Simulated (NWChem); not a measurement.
Everything below was run with NWChem. System: disiloxane (H6OSi2), charge 0, spin multiplicity 1, at a geometry optimised with PBE0/def2-SVP. Level: RHF/def2-TZVP.

Input file:

```
start mol
memory heap 200 mb stack 900 mb global 1100 mb
geometry units angstroms nocenter noautoz noautosym
  Si     0.383541    -1.552620     0.004797
  O     -0.358298    -0.073520    -0.018333
  Si    -0.258710     1.578236     0.002063
  H      0.617256    -1.989644     1.413747
  H     -0.498166    -2.541474    -0.677835
  H      1.697868    -1.485144    -0.705343
  H      0.998274     2.030977    -0.669830
  H     -0.260796     2.075941     1.410180
  H     -1.435700     2.138871    -0.720300
end
basis spherical
  * library def2-tzvp
end
scf
  rhf
  nopen 0
  maxiter 100
  thresh 1e-7
  semidirect memsize 60000000 filesize 0
end
task scf energy
```

Part of the output:

```
             Northwest Computational Chemistry Package (NWChem) 7.3.0
             --------------------------------------------------------

                                NWChem Input Module
                                -------------------

 Scaling coordinates for geometry "geometry" by  1.889725989
 (inverse scale =  0.529177249)

                             Geometry "geometry" -> ""
                             -------------------------

 Output coordinates in angstroms (scale by  1.889725989 to convert to a.u.)

  No.       Tag          Charge          X              Y              Z
 ---- ---------------- ---------- -------------- -------------- --------------
    1 Si                  14.0000     0.38354100    -1.55262000     0.00479700
    2 O                    8.0000    -0.35829800    -0.07352000    -0.01833300
    3 Si                  14.0000    -0.25871000     1.57823600     0.00206300
    4 H                    1.0000     0.61725600    -1.98964400     1.41374700
    5 H                    1.0000    -0.49816600    -2.54147400    -0.67783500
    6 H                    1.0000     1.69786800    -1.48514400    -0.70534300
    7 H                    1.0000     0.99827400     2.03097700    -0.66983000
    8 H                    1.0000    -0.26079600     2.07594100     1.41018000
    9 H                    1.0000    -1.43570000     2.13887100    -0.72030000

 Effective nuclear repulsion energy (a.u.)     157.3701112518

            Nuclear Dipole moment (a.u.)
            ----------------------------
        X                 Y               Z
 ---------------- ---------------- ----------------
    -0.0000264562    -0.0000170075    -0.0000094486


 Summary of "ao basis" -> "" (spherical)
 ------------------------------------------------------------------------------
       Tag                 Description            Shells   Functions and Types
 ---------------- ------------------------------  ------  ---------------------
 *                         def2-tzvp                  on all atoms

 Summary of "ao basis" -> "ao basis" (spherical)
 ------------------------------------------------------------------------------
[...]
   108     -0.287388  4 H  s                120     -0.288301  6 H  s

 Vector   23  Occ=0.000000D+00  E= 1.471732D-01
              MO Center=  2.6D-01,  5.7D-02,  1.5D-02, r^2= 1.3D+01
   Bfn.  Coefficient  Atom+Function         Bfn.  Coefficient  Atom+Function
  ----- ------------  ---------------      ----- ------------  ---------------
    87      1.773410  3 Si py                19      1.739788  1 Si py
     5      1.326383  1 Si s                 73     -1.331085  3 Si s
    50      1.130449  2 O  py                18     -0.441420  1 Si px
    84      0.325044  3 Si py                16      0.273722  1 Si py
   114      0.274039  5 H  s                 86     -0.263728  3 Si px

 Vector   24  Occ=0.000000D+00  E= 1.513572D-01
              MO Center=  7.1D-01,  1.4D-01,  1.4D-01, r^2= 6.7D+00
   Bfn.  Coefficient  Atom+Function         Bfn.  Coefficient  Atom+Function
  ----- ------------  ---------------      ----- ------------  ---------------
   114      1.086749  5 H  s                138      1.088883  9 H  s
    86      0.909750  3 Si px                18      0.902491  1 Si px
    88      0.873687  3 Si pz                20      0.798432  1 Si pz
   132     -0.458027  8 H  s                108     -0.432998  4 H  s
    19      0.384429  1 Si py                73     -0.350507  3 Si s

------------------------------------------------------------
EAF file 0: "./mol.aoints.0" size=524288 bytes
------------------------------------------------------------
               write      read    awrite     aread      wait
               -----      ----    ------     -----      ----
     calls:        1        19         0         0         0
   data(b): 5.24e+05  9.96e+06  0.00e+00  0.00e+00
   time(s): 0.00e+00  0.00e+00  0.00e+00  0.00e+00  0.00e+00
rate(mb/s): 0.00e+00  0.00e+00
------------------------------------------------------------

 center of mass
 --------------
 x =  -0.02691956 y =  -0.00552329 z =  -0.00121865

 moments of inertia (a.u.)
 ------------------
         603.548527114025         113.435852294976          -0.540667510033
         113.435852294976          73.847418044387           0.400672995467
          -0.540667510033           0.400672995467         634.799380225920

  Mulliken analysis of the total density
  --------------------------------------

    Atom       Charge   Shell Charges
 -----------   ------   -------------------------------------------------------
    1 Si  14    13.51   2.00  0.58  1.39  0.78  0.35  4.12  1.73  0.52  1.27  0.26  0.20  0.25  0.06
    2 O    8     8.61   0.79  1.18  0.53  0.96  0.27  1.88  2.19  0.79  0.00  0.01  0.00
    3 Si  14    13.51   2.00  0.58  1.39  0.78  0.35  4.12  1.73  0.52  1.27  0.26  0.20  0.25  0.06
    4 H    1     1.06   0.24  0.57  0.25  0.01
    5 H    1     1.06   0.24  0.57  0.24  0.01
    6 H    1     1.06   0.24  0.56  0.25  0.01
    7 H    1     1.06   0.24  0.56  0.25  0.01
    8 H    1     1.06   0.24  0.57  0.25  0.01
    9 H    1     1.06   0.24  0.57  0.24  0.01

       Multipole analysis of the density wrt the origin
       ------------------------------------------------

     L   x y z        total         open         nuclear
     -   - - -        -----         ----         -------
     0   0 0 0     -0.000000      0.000000     42.000000

     1   1 0 0      0.132331      0.000000     -0.000026
     1   0 1 0      0.027233      0.000000     -0.000017
     1   0 0 1      0.006436      0.000000     -0.000009

     2   2 0 0    -27.278732      0.000000     38.071951
     2   1 1 0     -0.275874      0.000000    -63.960520
     2   1 0 1      0.015334      0.000000      0.290205
     2   0 2 0    -25.983818      0.000000    336.737950
     2   0 1 1      0.002241      0.000000     -0.228942
     2   0 0 2    -27.091826      0.000000     21.122246

 Task  times  cpu:       14.3s     wall:       14.3s

 Total times  cpu:       14.3s     wall:       14.3s
```
